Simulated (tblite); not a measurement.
Compound: C₂H₉BrO₂Si₃.
SMILES with atom numbers: `[O:1]=[CH:2][O:3][SiH2:4][C:5]([SiH3:6])([SiH3:7])[Br:8]` (hydrogens: H9 on C2; H10, H11 on Si4; H12, H13, H14 on Si6; H15, H16, H17 on Si7)

Computed with GFN2-xTB (tblite), gas phase: L-BFGS steps from a force-field or distance-geometry start until the largest atomic force falls under 0.01 eV/Å.

Step 42: E = -716.1070 eV
```
atom  x, y, z in Å  |  force x, y, z in eV/Å
O1      3.7680   -0.4814    0.0067   -0.037  -0.090   0.164
C2      2.9783   -1.1726    0.5784    0.001   0.084  -0.175
O3      1.6870   -0.9628    0.5991   -0.054   0.005   0.103
Si4     1.0623    0.4827    0.0361    0.141  -0.027  -0.073
C5     -0.8006    0.2220    0.1665    0.052   0.034   0.229
Si6    -1.7766    1.8262   -0.1069   -0.051   0.131  -0.077
Si7    -1.4017   -1.3686   -0.6895   -0.017  -0.055  -0.016
Br8    -1.1267   -0.0401    2.1346    0.003  -0.068  -0.055
H9      3.2449   -2.0807    1.1476    0.010   0.027  -0.062
H10     1.4375    0.6365   -1.3713   -0.008   0.084   0.129
H11     1.5332    1.5097    0.9615    0.019   0.004  -0.089
H12    -1.6179    2.2447   -1.5002   -0.015  -0.047  -0.013
H13    -3.1757    1.5576    0.2361    0.093   0.024  -0.029
H14    -1.2033    2.8486    0.7701   -0.055  -0.034  -0.016
H15    -0.7412   -1.3978   -1.9988   -0.106  -0.003  -0.004
H16    -1.0148   -2.5199    0.1181    0.003  -0.051  -0.008
H17    -2.8597   -1.2921   -0.7991    0.022  -0.018  -0.008
```

Step 43: E = -716.1148 eV
```
atom  x, y, z in Å  |  force x, y, z in eV/Å
O1      3.7605   -0.4638    0.0364   -0.035  -0.098   0.163
C2      2.9705   -1.1787    0.5784    0.041   0.110  -0.200
O3      1.6780   -0.9802    0.5855   -0.083  -0.016   0.108
Si4     1.0607    0.4762    0.0458    0.143   0.068  -0.116
C5     -0.8059    0.2269    0.1662    0.121   0.012   0.209
Si6    -1.7732    1.8340   -0.1237   -0.077   0.093  -0.031
Si7    -1.3960   -1.3701   -0.6850   -0.026  -0.063  -0.041
Br8    -1.1372   -0.0344    2.1339    0.002  -0.053  -0.074
H9      3.2406   -2.0991    1.1245   -0.001   0.017  -0.047
H10     1.4457    0.6696   -1.3569   -0.028   0.037   0.166
H11     1.5418    1.4916    0.9799   -0.001  -0.014  -0.078
H12    -1.6458    2.2338   -1.5264    0.000  -0.055   0.022
H13    -3.1633    1.5681    0.2573    0.073   0.036  -0.056
H14    -1.1882    2.8588    0.7422   -0.041  -0.021  -0.034
H15    -0.7593   -1.3876   -2.0079   -0.106   0.001   0.027
H16    -0.9795   -2.5186    0.1133   -0.004  -0.036  -0.017
H17    -2.8563   -1.3144   -0.7745    0.021  -0.016  -0.001
```

Step 44: E = -716.1246 eV
```
atom  x, y, z in Å  |  force x, y, z in eV/Å
O1      3.7567   -0.4428    0.0819   -0.047  -0.099   0.135
C2      2.9613   -1.1857    0.5763    0.108   0.100  -0.160
O3      1.6691   -0.9939    0.5725   -0.105  -0.065   0.086
Si4     1.0602    0.4723    0.0575    0.089   0.175  -0.093
C5     -0.8102    0.2323    0.1725    0.156  -0.015   0.102
Si6    -1.7717    1.8413   -0.1452   -0.053  -0.009   0.025
Si7    -1.3911   -1.3713   -0.6796   -0.017  -0.038  -0.045
Br8    -1.1415   -0.0266    2.1358   -0.012  -0.045  -0.055
H9      3.2303   -2.1280    1.0849   -0.014   0.022  -0.045
H10     1.4562    0.7098   -1.3337   -0.028  -0.006   0.125
H11     1.5479    1.4735    1.0027   -0.011  -0.010  -0.049
H12    -1.6728    2.2055   -1.5595    0.009  -0.048   0.041
H13    -3.1491    1.5887    0.2812    0.018   0.030  -0.081
H14    -1.1739    2.8711    0.7022   -0.005   0.026  -0.034
H15    -0.7867   -1.3676   -2.0198   -0.105   0.003   0.064
H16    -0.9378   -2.5206    0.0990   -0.007  -0.016  -0.021
H17    -2.8537   -1.3459   -0.7397    0.023  -0.005   0.005
```

Task: Estimate the geometry and energy of step 45. (The exact step hangs on the optimiser's Hessian estimate; all steps are aligned on step 44, rigid shifts and turns removed.)

Result: E = -716.1319 eV, largest force 0.179 eV/Å
```
atom  x, y, z in Å  |  force x, y, z in eV/Å
O1      3.7596   -0.4274    0.1253   -0.082  -0.106   0.106
C2      2.9557   -1.1902    0.5731    0.117   0.057  -0.087
O3      1.6634   -0.9975    0.5651   -0.060  -0.087   0.040
Si4     1.0611    0.4757    0.0668    0.027   0.177  -0.009
C5     -0.8104    0.2360    0.1803    0.124  -0.034  -0.002
Si6    -1.7732    1.8429   -0.1610    0.000  -0.078   0.064
Si7    -1.3888   -1.3708   -0.6754   -0.015  -0.020  -0.024
Br8    -1.1366   -0.0182    2.1395   -0.031  -0.049  -0.018
H9      3.2169   -2.1562    1.0433   -0.015   0.057  -0.058
H10     1.4642    0.7382   -1.3118   -0.001  -0.011   0.017
H11     1.5480    1.4630    1.0230   -0.001   0.030  -0.009
H12    -1.6858    2.1686   -1.5845    0.004  -0.031   0.041
H13    -3.1420    1.6115    0.2974   -0.026   0.009  -0.094
H14    -1.1653    2.8814    0.6655    0.023   0.061  -0.031
H15    -0.8125   -1.3445   -2.0285   -0.100   0.004   0.079
H16    -0.9077   -2.5257    0.0796   -0.006   0.008  -0.023
H17    -2.8535   -1.3745   -0.7085    0.043   0.015   0.010
```

The energy changes by -0.0073 eV. The first-order estimate −F·Δx gives -0.0104 eV and the mean of the old and new forces, exact on a quadratic surface, -0.0073 eV. The step makes an angle of 81° with the force vector and moves no atom by more than 0.052 Å.

The cost below is that of the whole relaxation. On one thread, Intel Xeon at 2.50 GHz (x86_64), no GPU, shared host with 64 logical CPUs at a one-minute load of 63, this took 4.2 s.
